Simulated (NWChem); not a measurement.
Species: CH4F2NTa; SMILES [CH3][Ta](=[NH])([F])[F]

```xyz
9

Ta     0.0632     0.0001    -0.0181
N     -0.1505    -0.0004    -1.7625
H     -0.1972    -0.0011    -2.7740
F      0.8548    -1.6206     0.5433
F      0.8517     1.6224     0.5430
C     -1.9579    -0.0020     0.6960
H     -2.5036    -0.8918     0.3404
H     -2.5060     0.8859     0.3395
H     -1.9655    -0.0014     1.8014
```
Atoms are numbered in this order, from 1.

Program: NWChem. Coordinates come from a PBE0/def2-SVP optimisation. No frequency run checked for a minimum. def2 effective core potentials on Ta; no spin-orbit coupling.

For level TPSSh/def2-SVP:

- highest occupied level (eV): -7.29
- orbital gap (eV): 5.66

Problem. How do the values read with level PBE/def2-SVP instead?

Solution. The highest occupied level (eV) is -6.63 and the orbital gap (eV) is 4.57.
